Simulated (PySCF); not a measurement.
Compound: C₃H₆BrFSi.
Structure used (PBE0-D3(BJ)/def2-SVP), in Å, numbered top down from 1:
```
atom  x, y, z in Å
F1     2.0734   -1.9282   -0.0756
Si2    1.4555   -0.5518    0.5203
Br3    3.0830    0.9520    0.5292
C4     0.0575    0.0498   -0.5088
C5    -1.3505   -0.3955   -0.1823
C6    -0.9335    1.0020    0.1203
H7     1.0370   -0.8090    1.9220
H8     0.2837    0.2199   -1.5670
H9    -2.0249   -0.5721   -1.0239
H10   -1.4998   -1.0825    0.6569
H11   -0.7934    1.2857    1.1688
H12   -1.3129    1.8119   -0.5077
```

Computed, not measured: PBE0-D3(BJ)/def2-SVP geometry optimisation, gas phase (PySCF 2.14.0).

Masses are those of the commonest isotopes; rigid-rotor values at the optimised geometry. The values belong to one conformer with, in the numbering `[F:1][Si@@H:2]([Br:3])[CH:4]1[CH2:5][CH2:6]1`, F1–Si2–C4–C5 90°.

Q: What are A, B and C (MHz)?

A: Ia = 164.36, Ib = 471.11, Ic = 602.37 u·Å²; 505379 MHz·u·Å²/I gives A = 3075, B = 1073, C = 839.0 MHz.

Q: What kind of rotor is it?

A: An asymmetric top. Ray's parameter κ = (2B − A − C)/(A − C) = -0.791; −1 is the prolate and +1 the oblate limit.

Q: What does the inertial defect say?

A: Not planar: Δ = Ic − Ia − Ib = -33.10 u·Å². For a rigid frame Δ = −2 Σ m c², so Σ m c² = 16.55 u·Å² lies off the ab plane: 8.86 from hydrogen and 7.69 from heavier atoms. The atom farthest from that plane is 1.81 Å away.

Q: List the rotational levels J(Ka,Kc) to J = 4 (K).

A: Above 0(0,0), as E/k:
J = 1: 1(0,1) 0.092, 1(1,1) 0.188, 1(1,0) 0.199
J = 2: 2(0,2) 0.274, 2(1,2) 0.360, 2(1,1) 0.394, 2(2,1) 0.682, 2(2,0) 0.683
J = 3: 3(0,3) 0.546, 3(1,3) 0.618, 3(1,2) 0.685, 3(2,2) 0.957, 3(2,1) 0.962, 3(3,1) 1.466, 3(3,0) 1.466
J = 4: 4(0,4) 0.904, 4(1,4) 0.961, 4(1,3) 1.073, 4(2,3) 1.324, 4(2,2) 1.337, 4(3,2) 1.835, 4(3,1) 1.835, 4(4,1) 2.545, 4(4,0) 2.545

Q: Which lines would a microwave search look for?

A: The dipole components are |μa| = 2.27 D, |μb| = 1.32 D, |μc| = 0.17 D. The squared components, which scale the intensities, stand as 1.00 : 0.34 : 0.01 (a : b : c). Some of the stronger lines:

| type | branch | J(Ka,Kc) | MHz | lower level (cm⁻¹) |
| --- | --- | --- | --- | --- |
| a | Q | 3(1,2) ← 3(1,3) | 1402 | 0.430 |
| a | R | 1(0,1) ← 0(0,0) | 1912 | 0.000 |
| a | R | 2(1,2) ← 1(1,1) | 3590 | 0.131 |
| a | R | 3(1,3) ← 2(1,2) | 5373 | 0.250 |
| b | R | 2(1,2) ← 1(0,1) | 5592 | 0.064 |
| b | Q | 3(2,1) ← 3(1,2) | 5764 | 0.476 |
| a | R | 3(2,1) ← 2(2,0) | 5811 | 0.475 |
| b | R | 3(1,3) ← 2(0,2) | 7161 | 0.191 |
| b | R | 2(2,1) ← 1(1,0) | 10063 | 0.138 |
| b | R | 2(2,0) ← 1(1,1) | 10316 | 0.131 |
| b | Q | 3(3,0) ← 3(2,1) | 10512 | 0.669 |
| b | Q | 3(3,1) ← 3(2,2) | 10606 | 0.665 |
| b | R | 3(2,2) ← 2(1,1) | 11741 | 0.274 |

No frequency check. Zero-point vibration and centrifugal distortion are left out. Quadrupole hyperfine structure (79Br) is left out.
